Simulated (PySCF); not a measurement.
Species: C5H3FO.
InChI=1S/C5H3FO/c1-2-5(6)3-4-7/h1,3,5H/t5-/m0/s1

Torsions of this conformer, `[CH:1]#[C:2][C@H:3]([F:4])[CH:5]=[C:6]=[O:7]`: C2–C3–C5–C6 -134°.

The closed-shell ground state was solved at several levels (PySCF, density fitting, gas phase, non-relativistic). One conformer (not necessarily the lowest) at the GFN2-xTB geometry, without solvent, vibrations or thermal averaging.

```
        level  basis functions  total energy (Eh)  HOMO (eV)  LUMO (eV)  gap (eV)  dipole (D)
PBE0/pcSseg-1              134          -366.8405      -7.49      -1.55      5.94        1.71
  B3LYP/pcJ-1              219          -367.2962      -7.25      -1.81      5.44        1.71
```

Problem. What might CAM-B3LYP/def2-SVPD (170 basis functions) give for the same quantities?

Solution. Total energy -366.8738 Eh, HOMO -8.88 eV, LUMO -0.41 eV, gap 8.47 eV, dipole 1.80 D.

Problem. Over all these levels, which gives the widest orbital gap and which the narrowest?

Solution. CAM-B3LYP/def2-SVPD (range-separated hybrid) has the widest, 8.47 eV, and B3LYP/pcJ-1 (global hybrid, 20 % exact exchange) the narrowest, 5.44 eV. Functional and basis both differ between the two, so the spread mixes both effects.

Problem. How far do the dipole and the HOMO energy spread over the levels?

Solution. The dipole runs from 1.71 to 1.80 D (mean 1.74 D) and the HOMO from -8.88 to -7.25 eV.
